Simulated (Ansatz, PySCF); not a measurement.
This Ansatz (a first-principles code) input computes a B3LYP/def2-TZVPD energy:

Ansatz 0.2 input:
```yaml
crystal:
  periodic: [false, false, false]
  atoms:
    - {symbol: Se, position_ang: [0.00000000, -0.00000000, -0.00000000]}
    - {symbol: H, position_ang: [1.56119827, 0.00419942, 0.00096520]}
    - {symbol: H, position_ang: [-1.56119827, -0.00419942, -0.00096520]}
    - {symbol: H, position_ang: [-0.00420244, 1.56119085, 0.00490646]}
    - {symbol: H, position_ang: [0.00420244, -1.56119085, -0.00490646]}
    - {symbol: H, position_ang: [-0.00095200, -0.00490904, 1.56119621]}
    - {symbol: H, position_ang: [0.00095200, 0.00490904, -1.56119621]}
basis:
  gaussian:
    orbitals: def2-TZVPD
hamiltonian:
  xc: {name: B3LYP}
output: {forces: true}
```

Write an input for the same energy in PySCF and say what it gives.


```python
from pyscf import gto, scf, dft

mol = gto.M(
    atom='''
    Se    0.00000000   -0.00000000   -0.00000000
    H     1.56119827    0.00419942    0.00096520
    H    -1.56119827   -0.00419942   -0.00096520
    H    -0.00420244    1.56119085    0.00490646
    H     0.00420244   -1.56119085   -0.00490646
    H    -0.00095200   -0.00490904    1.56119621
    H     0.00095200    0.00490904   -1.56119621
    ''',
    basis='def2-tzvpd',
    charge=0,
    spin=0,
    verbose=4,
)

mf = dft.RKS(mol, xc='b3lyp').density_fit(auxbasis='def2-universal-jkfit')
mf.grids.level = 3
mf.conv_tol = 1e-9
mf.max_cycle = 100
mf.max_memory = 1500
mf.kernel()
if not mf.converged:
    mf = mf.newton()
    mf.kernel(mf.make_rdm1())
mf.analyze()
```
It gives -2404.95416 Eh, and Ansatz -2404.95405 Eh, a difference of 0.11 mEh, from the treatment of integrals and grids.
